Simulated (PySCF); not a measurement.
Match the calculated data to a structure.

All candidates are C4H13NSi.

| technique | computed result |
| --- | --- |
| 13C NMR | chemical shifts (computed TMS as zero) by class: 46.6 (1 C), 26.5 (2 C), -6.1 (1 C) ppm [GIAO PBE0/pcSseg-1] |
| 1H NMR | chemical shifts (computed TMS as zero) by class: 4.84 (2 H), 3.08 (1 H), 1.18 (6 H), 0.18 (3 H), -0.30 (1 H) ppm [GIAO PBE0/pcSseg-1] |
| Polarisability | 85.3 au [wB97X-D/def2-SVPD] |
| NMR, other nuclei | isotropic shieldings of nuclei other than C and H, by class: 219 (1 N), 394 (1 Si) ppm [GIAO PBE0/pcSseg-1] |
| UV, first state | lowest singlet excitation: 6.32 eV (196 nm, f = 0.010) [TDDFT wB97X-D/def2-SVPD] |
| Triplet | lowest triplet excitation (Tamm–Dancoff): 6.15 eV [TDA wB97X-D/def2-SVPD] |
| XPS | Si2p3/2 106.4, C1s 290.1, C1s 290.3 (×2), C1s 291.4, N1s 404.0, Si1s 1846.3 eV [ΔSCF SCAN, pcX-2 on the ionised atom, pcseg-1 elsewhere, spin-free X2C, 2p3/2 from a spin–orbit splitting computed afterwards within the 2p shell] |
| Valence photoelectron | vertical ionisation energy: 8.58 eV [ΔSCF wB97X-D/def2-SVPD] |
| Rotational structure | rotational constants A, B, C: 5.392, 1.447, 1.305 GHz [PBE0-D3(BJ)/def2-SVP] |

The electronic properties come from PySCF, for the isolated species, density fitting. Levels stand in brackets. The structure is a single PBE0-D3(BJ)/def2-SVP conformer in the gas phase; no vibrational or solvent corrections. NMR classes are plain means over equivalent atoms (diastereotopic ones count apart unless rotation or inversion swaps them), as if these changed places fast.

Question: Which candidate is it?
A. `CN[Si](C)(C)C` (SiMe3(NHMe))
B. `[H][Si]([H])(C)NC(C)C` (SiH2Me(NHiPr))
C. `[H][Si]([H])(C)N(C)CC` (SiH2Me(NMeEt))

Answer: B. It is `[H][Si]([H])(C)NC(C)C`. 4 carbons fall into 3 classes; from least to most shielded: carbon bonded to 2 C, N and H (46.6 ppm), carbon bonded to C and 3 H (26.5 ppm, 2 C, up to 3.6 ppm apart in this geometry), carbon bonded to Si and 3 H (-6.1 ppm). Hydrogen classes from least to most shielded: 2 H on a silicon bonded to C, N and 2 H (4.84 ppm), 1 H on a carbon bonded to 2 C, N and H (3.08 ppm), 6 H on 2 like atoms (carbon bonded to C and 3 H) (1.18 ppm, a mean of values up to 0.6 ppm apart in this geometry), 3 H on a carbon bonded to Si and 3 H (0.18 ppm), 1 H on a nitrogen bonded to C, Si and H (-0.30 ppm). The other shieldings belong to: 219 ppm, nitrogen bonded to C, Si and H; 394 ppm, silicon bonded to C, N and 2 H. The core levels belong to: Si2p3/2 106.4 eV, silicon bonded to C, N and 2 H; C1s 290.1 eV, carbon bonded to Si and 3 H; C1s 290.3 eV, carbon bonded to C and 3 H; C1s 291.4 eV, carbon bonded to 2 C, N and H; N1s 404.0 eV, nitrogen bonded to C, Si and H; Si1s 1846.3 eV, silicon bonded to C, N and 2 H. One atom of each topological class was ionised and stands for its class. The optimised geometry has point group C1 and is an asymmetric top.

The others, at the same levels:
- `CN[Si](C)(C)C` fails: its computed core binding energies are Si2p3/2 105.9, C1s 289.7 (×3), C1s 291.4, N1s 403.9, Si1s 1845.8 eV, rotational constant A is 3.044 GHz (against 5.392 GHz) and smallest rotational constant is 1.905 GHz (against 1.305 GHz).
- `[H][Si]([H])(C)N(C)CC` fails: it has 4 carbon classes against 3; its computed 13C shifts are 51.3 (1 C), 34.6 (1 C), 13.9 (1 C), -4.4 (1 C) ppm, core binding energies are Si2p3/2 106.4, C1s 290.1, C1s 290.4, C1s 291.3, C1s 291.4, N1s 404.0, Si1s 1846.2 eV and 1H shifts are 4.74 (2 H), 2.88 (2 H), 2.42 (3 H), 1.00 (3 H), 0.28 (3 H) ppm.
